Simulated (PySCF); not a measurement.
Working out the excitation energy of S+

S+ [Ne] 3s2 3p3 (4S) → S+ [Ne] 3s1 3p4 (4P). All numbers are calculated (PySCF 2.14, the spin-free X2C one-electron Hamiltonian (Gaussian nucleus), in aug-cc-pVDZ-DK). Frozen: [Ne]. Energies in hartree (1 hartree = 27.21139 eV):

| part | S+ (lower) | S+ (upper) |
| --- | --- | --- |
| UHF | -398.240256 | -397.851046 |
| MP2 opposite-spin | -0.050686 | -0.052933 |
| MP2 same-spin | -0.018944 | -0.018677 |

What does Hartree-Fock give?

(-397.851046) − (-398.240256) = 0.389210 hartree = 10.591 eV.

What do MP2 and SCS-MP2 (6/5 opposite-spin, 1/3 same-spin) give?

The opposite-spin parts differ by -0.061 eV and the same-spin parts by 0.007 eV. MP2: 10.591 + (-0.061) + (0.007) = 10.537 eV. SCS-MP2: 10.591 + 1.2 × (-0.061) + (0.007)/3 = 10.520 eV.

Measured between the centres of the two terms (NIST): 9.870 eV, so MP2 (valence) is off by 0.667 eV.

A double-zeta basis recovers only part of the correlation energy.

What remains against the reference includes basis incompleteness, the frozen core and correlation beyond second order.
